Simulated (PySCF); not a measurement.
Can point charges reproduce the dipole moment of `C=CP(CO)c1ccco1`?

Coordinates (GFN2-xTB, Å) and charges (e) from the PBE0/pcSseg-1 density (PySCF):

```json
{"atom": "C1", "x": "-2.164", "y": "2.042", "z": "-0.760", "Mulliken": "-0.1126", "IAO": "-0.2898", "Hirshfeld": "-0.0871", "ESP-fitted": "-0.4974"}
{"atom": "C2", "x": "-1.711", "y": "0.959", "z": "-0.152", "Mulliken": "-0.4220", "IAO": "-0.3327", "Hirshfeld": "-0.0938", "ESP-fitted": "+0.1665"}
{"atom": "P3", "x": "-0.935", "y": "-0.425", "z": "-1.054", "Mulliken": "+0.4690", "IAO": "+0.4909", "Hirshfeld": "+0.1363", "ESP-fitted": "-0.3456"}
{"atom": "C4", "x": "-1.415", "y": "-1.797", "z": "0.146", "Mulliken": "-0.1209", "IAO": "-0.2219", "Hirshfeld": "-0.0428", "ESP-fitted": "+0.1663"}
{"atom": "O5", "x": "-1.140", "y": "-1.514", "z": "1.488", "Mulliken": "-0.4424", "IAO": "-0.5361", "Hirshfeld": "-0.2180", "ESP-fitted": "-0.6095"}
{"atom": "C6", "x": "0.744", "y": "-0.149", "z": "-0.410", "Mulliken": "-0.0764", "IAO": "-0.0583", "Hirshfeld": "-0.0035", "ESP-fitted": "+0.3707"}
{"atom": "C7", "x": "1.512", "y": "0.981", "z": "-0.341", "Mulliken": "-0.1086", "IAO": "-0.2167", "Hirshfeld": "-0.0899", "ESP-fitted": "-0.4274"}
{"atom": "C8", "x": "2.783", "y": "0.566", "z": "0.121", "Mulliken": "-0.1520", "IAO": "-0.2168", "Hirshfeld": "-0.0864", "ESP-fitted": "-0.1241"}
{"atom": "C9", "x": "2.703", "y": "-0.782", "z": "0.287", "Mulliken": "+0.1447", "IAO": "-0.0070", "Hirshfeld": "+0.0019", "ESP-fitted": "-0.2449"}
{"atom": "O10", "x": "1.475", "y": "-1.227", "z": "-0.035", "Mulliken": "-0.3982", "IAO": "-0.2425", "Hirshfeld": "-0.0545", "ESP-fitted": "-0.0623"}
{"atom": "H11", "x": "-2.098", "y": "2.158", "z": "-1.829", "Mulliken": "+0.1187", "IAO": "+0.1501", "Hirshfeld": "+0.0439", "ESP-fitted": "+0.2158"}
{"atom": "H12", "x": "-2.617", "y": "2.856", "z": "-0.216", "Mulliken": "+0.1247", "IAO": "+0.1548", "Hirshfeld": "+0.0514", "ESP-fitted": "+0.1775"}
{"atom": "H13", "x": "-1.786", "y": "0.832", "z": "0.923", "Mulliken": "+0.1537", "IAO": "+0.1603", "Hirshfeld": "+0.0374", "ESP-fitted": "+0.0621"}
{"atom": "H14", "x": "-2.498", "y": "-1.928", "z": "0.065", "Mulliken": "+0.1520", "IAO": "+0.1619", "Hirshfeld": "+0.0482", "ESP-fitted": "+0.1344"}
{"atom": "H15", "x": "-0.929", "y": "-2.725", "z": "-0.184", "Mulliken": "+0.1424", "IAO": "+0.1383", "Hirshfeld": "+0.0360", "ESP-fitted": "+0.0258"}
{"atom": "H16", "x": "-0.183", "y": "-1.487", "z": "1.604", "Mulliken": "+0.2470", "IAO": "+0.3524", "Hirshfeld": "+0.1447", "ESP-fitted": "+0.3822"}
{"atom": "H17", "x": "1.200", "y": "1.976", "z": "-0.583", "Mulliken": "+0.0856", "IAO": "+0.1708", "Hirshfeld": "+0.0538", "ESP-fitted": "+0.2286"}
{"atom": "H18", "x": "3.636", "y": "1.187", "z": "0.301", "Mulliken": "+0.0937", "IAO": "+0.1693", "Hirshfeld": "+0.0594", "ESP-fitted": "+0.1763"}
{"atom": "H19", "x": "3.413", "y": "-1.511", "z": "0.622", "Mulliken": "+0.1018", "IAO": "+0.1729", "Hirshfeld": "+0.0627", "ESP-fitted": "+0.2050"}
```

Problem. Form Σ q r in debye for every column and set it beside the full dipole.

Solution. The full density gives (1.30, 0.62, 0.19) D, 1.45 D in size; dipole vectors point from the negative to the positive end.

| scheme | μx | μy | μz | size (D) | share of the full size (%) | angle to the full dipole (°) |
| --- | --- | --- | --- | --- | --- | --- |
| Mulliken | -1.22 | 0.32 | -2.86 | 3.13 | 215 | 115 |
| IAO | 0.57 | 0.15 | -2.64 | 2.70 | 186 | 85 |
| Hirshfeld | 0.47 | -0.20 | -0.83 | 0.97 | 67 | 77 |
| ESP-fitted | 1.26 | 0.56 | 0.16 | 1.38 | 95 | 2 |

Problem. Which set comes closest?

Solution. Length of the difference vector: ESP-fitted 0.08 D, Hirshfeld 1.55 D, IAO 2.96 D, Mulliken 3.97 D. Closest: ESP-fitted. ESP charges are fitted to the potential around the molecule, whose slowest-falling term is the dipole's. The schemes that divide the density aren't constrained to reproduce the dipole.

Problem. What is left for the Hirshfeld atoms' own dipoles?

Solution. The shares of the density sum to the whole, so what Σ q r misses lies in dipoles about the nuclei. The atomic dipoles sum to (1.30, 0.62, 0.19) − (0.47, -0.20, -0.83) = (0.83, 0.82, 1.02) D, 1.55 D in size.

Problem. With the origin at the mean of the coordinates, (-0.001, 0.000, 0.000) Å, which are the largest single terms, by size, of the Hirshfeld dipole along the direction of the full one?

Solution. O5 +1.54, C8 -1.14, H18 +1.08, P3 -0.76, H19 +0.75 D; all 19 atoms together +0.22 D. The single terms depend on the origin, their sum doesn't.

Problem. Give the size of the full dipole in other units.

Solution. 1.45 D = 0.572 au = 0.303 e·Å = 4.85 × 10⁻³⁰ C·m.

One conformer (not necessarily the lowest) at the GFN2-xTB geometry, without solvent, vibrations or thermal averaging.

The run behind these numbers computed NMR shieldings as well. The run took 58 s wall (grids of density and orbitals included) on one thread of an Arm Neoverse V1 (shared host).

The values belong to the conformer `[CH2:1]=[CH:2][P:3]([CH2:4][OH:5])[c:6]1[cH:7][cH:8][cH:9][o:10]1`: C1–C2–P3–C4 -151°, C2–P3–C4–O5 -49°, C2–P3–C6–C7 -50°, H–O5–C4–P3 -68°.
